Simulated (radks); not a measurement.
Values are calculated unless marked as measured or tabulated.
Ag23+, 24 electrons, occupied as [Ar] 3d6. Level of theory: scalar-relativistic Kohn-Sham, PBE, spin-unpolarised, spherical densities, point nucleus (a radial shooting solver on a logarithmic mesh with Libxc functionals).

X-ray form factor f0, the Fourier transform of the density (f0(0) = 24):

sin(theta)/lambda (1/angstrom)  f0 (electrons)
0.05                                    23.964
0.1                                     23.856
0.15                                    23.679
0.2                                     23.433
0.25                                    23.123
0.3                                     22.751
0.4                                     21.845
0.5                                     20.757
0.6                                     19.535
0.8                                     16.889
1                                       14.269
1.25                                    11.415
1.5                                      9.230
2                                        6.665
